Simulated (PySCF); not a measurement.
C3H3F2NSi.
Numbering: `[N:1]#[C:2][C@@:3]1([F:4])[SiH2:5][C@H:6]1[F:7]` (hydrogens: H8, H9 on Si5; H10 on C6)

Method: PySCF 2.14.0, PBE0-D3(BJ)/def2-SVP geometry optimisation, gas phase.

(1) List the bond lengths, angles and torsions at this level.

Answers

(1) 
```json
{"bond": "N1≡C2", "length (Å)": "1.159", "order": "triple"}
{"bond": "C2–C3", "length (Å)": "1.442", "order": "single"}
{"bond": "C3–F4", "length (Å)": "1.361", "order": "single"}
{"bond": "C3–Si5", "length (Å)": "1.918", "order": "single"}
{"bond": "Si5–C6", "length (Å)": "1.879", "order": "single"}
{"bond": "C6–F7", "length (Å)": "1.349", "order": "single"}
{"bond": "C3–C6", "length (Å)": "1.522", "order": "single"}
{"bond": "Si5–H8", "length (Å)": "1.479", "order": "single"}
{"bond": "Si5–H9", "length (Å)": "1.481", "order": "single"}
{"bond": "C6–H10", "length (Å)": "1.102", "order": "single"}
```

Orders are formal, as drawn. A selection of angles:
```json
{"angle": "N1–C2–C3", "degrees": "178.8"}
{"angle": "C2–C3–F4", "degrees": "113.3"}
{"angle": "C2–C3–Si5", "degrees": "114.4"}
{"angle": "C2–C3–C6", "degrees": "115.8"}
{"angle": "F4–C3–Si5", "degrees": "123.8"}
{"angle": "F4–C3–C6", "degrees": "116.0"}
{"angle": "Si5–C3–C6", "degrees": "65.0"}
{"angle": "C3–Si5–C6", "degrees": "47.2"}
{"angle": "C3–Si5–H8", "degrees": "114.5"}
{"angle": "C3–Si5–H9", "degrees": "118.5"}
{"angle": "C6–Si5–H8", "degrees": "121.3"}
{"angle": "C6–Si5–H9", "degrees": "116.2"}
{"angle": "H8–Si5–H9", "degrees": "119.0"}
{"angle": "Si5–C6–F7", "degrees": "127.5"}
{"angle": "Si5–C6–H10", "degrees": "112.3"}
{"angle": "F7–C6–H10", "degrees": "112.8"}
{"angle": "C3–C6–Si5", "degrees": "67.7"}
{"angle": "C3–C6–F7", "degrees": "119.0"}
{"angle": "C3–C6–H10", "degrees": "109.1"}
```

Dihedral angles: C2–C3–Si5–C6 108° (anticlinal); C3–Si5–C6–F7 -110° (anticlinal); C2–C3–C6–Si5 -106° (anticlinal).

The C–Si distances run from 1.879 Å (Si5–C6, drawn single) to 1.918 Å (C3–Si5, drawn single), a spread of 0.039 Å. Si5 (SiH2 silicon) has angles from 47.2° to 121.3°. The 3-membered ring C3–Si5–C6 has internal angles of 47.2° to 67.7°. The 2 C–C bonds span 1.442 Å (C2–C3, drawn single) to 1.522 Å (C3–C6, drawn single), a spread of 0.080 Å.

Point group: C1 (no symmetry element, even within 0.4 Å). Stationary, but not proved a minimum.

On one thread, Arm Neoverse V1 (aarch64), no GPU, on a shared host, this took 91 s of wall time and 0.51 GiB of memory at its peak. This is the geometry optimisation.
